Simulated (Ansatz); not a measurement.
`N[SiH2]I` + H–F → `F[SiH2]I` + NH₃ at 298.15 K and 1 bar (ligand exchange at the Si–N bond).

Calculated with Ansatz (gas phase, PBE0-D4/def2-TZVP geometries, no zero-point term in ΔE). CCSD(T)/CBS adds triple-zeta CCSD(T) − MP2 to the extrapolated MP2 energy (def2 sets, frozen cores). This one scheme is used for every species. def2 core potentials past Kr. For I outer-core shells are correlated without core-valence functions, which leaves a few kJ/mol of doubt a bond. One conformer a species, not always the lowest.

```json
{"species": "`N[SiH2]I`", "CCSD(T)/CBS energy (Eh)": "-643.69654", "H − E (kJ/mol)": "132.0", "S (J/(mol·K))": "314.6"}
{"species": "H–F", "CCSD(T)/CBS energy (Eh)": "-100.39570", "H − E (kJ/mol)": "33.5", "S (J/(mol·K))": "173.6"}
{"species": "`F[SiH2]I`", "CCSD(T)/CBS energy (Eh)": "-687.61044", "H − E (kJ/mol)": "68.1", "S (J/(mol·K))": "301.0"}
{"species": "NH₃", "CCSD(T)/CBS energy (Eh)": "-56.50880", "H − E (kJ/mol)": "100.5", "S (J/(mol·K))": "192.4"}
```

H − E and S are ideal-gas, rigid-rotor, harmonic terms from PBE0-D4/def2-TZVP, for one conformer and one mirror image of each species. 1 Eh = 2625.50 kJ/mol, R = 8.31446 J/(mol·K).

Q: By hand: ΔE, ΔH, ΔS and ΔG.

A: ΔE = (-687.61044) + (-56.50880) − (-643.69654) − (-100.39570) = -0.02700 Eh = -70.9 kJ/mol. Δ(H − E) = 68.1 + 100.5 − 132.0 − 33.5 = 3.1, so ΔH = -67.8 kJ/mol. ΔS = 301.0 + 192.4 − 314.6 − 173.6 = 5.2 J/(mol·K). ΔG = -67.8 − 298.15 × (5.2)/1000 = -69.4 kJ/mol.

Q: By hand: the equilibrium constant, and the temperature at which ΔG would vanish if ΔH and ΔS stayed fixed.

A: log₁₀ K = −ΔG/(RT ln 10) = 12.2. ΔH and −TΔS have one sign here, so there is no such temperature.

The number of gas molecules stays the same, so ΔS is small and ΔH decides. A doubt of 5 kJ/mol in ΔE shifts log₁₀ K by 0.9 here. Other conformers and mirror images would add mixing entropy, several J/(mol·K) or more a flexible species. These are equilibria of isolated gas molecules and say nothing of rates. Largest T1 diagnostic: 0.009 (customary marks: 0.02 for closed shells, 0.045 for open ones).

ΔS is within the doubt of such terms, so its sign, and with it that verdict, could turn.
